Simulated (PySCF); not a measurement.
B3LYP has the VWN-RPA correlation part, as in Gaussian. Excitations are Tamm–Dancoff values on a coarser integration grid. The basis has no diffuse functions, so Rydberg states are missing or too high.

Cartesian coordinates (Å):
SMILES: C(B)B=O
```xyz
8

B     -1.1101     0.3507     0.0131
C      0.1356    -0.5751    -0.1683
B      1.3817     0.2397     0.1954
O      2.3486     0.8976     0.4856
H     -1.4908     1.0243    -0.8906
H     -1.6607     0.4121     1.0660
H      0.2720    -0.9082    -1.2014
H      0.1238    -1.4410     0.5002
```
Charge 0, multiplicity 1.

Q: Estimate the HOMO–LUMO gap, S1 excitation (TDA), S1–T1 gap (TDA), HOMO, T1 excitation (TDA), LUMO, dipole moment and total energy that B3LYP-D3(BJ)/def2-TZVP (PySCF) returns for this input.

A: 
```
Quantity                   Value
-------------------  -----------
HOMO–LUMO gap            7.13 eV
S1 excitation (TDA)      5.84 eV
S1–T1 gap (TDA)          0.64 eV
HOMO                    -9.42 eV
T1 excitation (TDA)      5.20 eV
LUMO                    -2.28 eV
dipole moment             3.54 D
total energy         -4505.12 eV
```
